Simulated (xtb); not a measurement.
As$_{2}$, quintet, at a GFN2-xTB geometry of the parent state (a higher spin typed on purpose: for a closed-shell molecule this is an excited state); GFN1-xTB run with xtb.

Input for xtb:
```
$ xtb mol.xyz --gfn 1 --chrg 0 --uhf 4 --json

# file mol.xyz
2

As    -0.00000000    -0.00000000    -1.04699221
As     0.00000000     0.00000000     1.04699221
```

Write the output that xtb gives for this input, abridged.


```
   ID    Z sym.   atoms
    1   33 As     1, 2

           -------------------------------------------------
          |                Calculation Setup                |
           -------------------------------------------------

           -------------------------------------------------
          |                 G F N 1 - x T B                 |
           -------------------------------------------------

          ...................................................
          :                      SETUP                      :
          :.................................................:
          :  # basis functions                  20          :
          :  # atomic orbitals                  18          :
          :  # shells                            6          :
          :  # electrons                        10          :
          :  # halogen bonds                     0          :
          :  max. iterations                   250          :
          :  Hamiltonian                  GFN1-xTB          :
          :  restarted?                      false          :
          :  GBSA solvation                  false          :
          :  PC potential                    false          :
          :  electronic temp.          300.0000000     K    :
          :  accuracy                    1.0000000          :
          :  -> integral cutoff          0.2500000E+02      :
          :  -> integral neglect         0.1000000E-07      :
          :  -> SCF convergence          0.1000000E-05 Eh   :
          :  -> wf. convergence          0.2000000E-04 e    :
          :  Broyden damping             0.4000000          :
          :  net charge                          0          :
          :  unpaired electrons                  4          :
          ...................................................

 iter      E             dE          RMSdq      gap      omega  full diag
   1     -4.5247801 -0.452478E+01  0.359E+00    4.91       0.0  T
   2     -4.5247807 -0.614784E-06  0.215E+00    4.91       1.0  T
   3     -4.5247811 -0.342154E-06  0.844E-04    4.91      83.8  T
   4     -4.5247811 -0.142109E-13  0.499E-04    4.91     141.8  T
   5     -4.5247811 -0.799361E-14  0.890E-10    4.91  100000.0  T
   6     -4.5247811  0.888178E-15  0.757E-12    4.91  100000.0  T

   *** convergence criteria satisfied after 6 iterations ***

         :::::::::::::::::::::::::::::::::::::::::::::::::::::
[...]
         :: total energy              -4.505279682199 Eh    ::
[...]
         3        1.6774           -0.3632920              -9.8857
         4        1.1613           -0.3610210              -9.8239
         5        1.1613           -0.3610210              -9.8239
         6        1.0000           -0.2724030              -7.4125
         7        1.0000           -0.2724030              -7.4125 (HOMO)
         8                         -0.0919086              -2.5010 (LUMO)
         9                         -0.0792601              -2.1568
        10                         -0.0792601              -2.1568
        11                          0.0105501               0.2871
        12                          0.0105501               0.2871
        13                          0.0161699               0.4400
        14                          0.0161699               0.4400
        15                          0.1390065               3.7826
        16                          0.2958869               8.0515
        17                          0.2958869               8.0515
        18                          1.2950081              35.2390
      -------------------------------------------------------------
                  HL-Gap            0.1804945 Eh            4.9115 eV
             Fermi-level           -0.2723715 Eh           -7.4116 eV

  Mulliken/CM5 charges         n(s)   n(p)   n(d)
     1As   -0.00000 -0.00000   1.879  2.830  0.291
     2As   -0.00000 -0.00000   1.879  2.830  0.291

Wiberg/Mayer (AO) data.
largest (>0.10) Wiberg bond orders for each atom

 ---------------------------------------------------------------------------
     #   Z sym  total        # sym  WBO       # sym  WBO       # sym  WBO
 ---------------------------------------------------------------------------
     1  33 As   1.728 --     2 As   1.728
     2  33 As   1.728 --     1 As   1.728
 ---------------------------------------------------------------------------

Topologies differ in total number of bonds
Writing topology from bond orders to xtbtopo.mol

 dipole moment from electron density (au)
     X       Y       Z
   0.0000  -0.0000  -0.0000  total (Debye):    0.000

           -------------------------------------------------
          | TOTAL ENERGY               -4.505279682199 Eh   |
          | GRADIENT NORM               0.162189245216 Eh/α |
          | HOMO-LUMO GAP               4.911505005940 eV   |
           -------------------------------------------------

normal termination of xtb
```
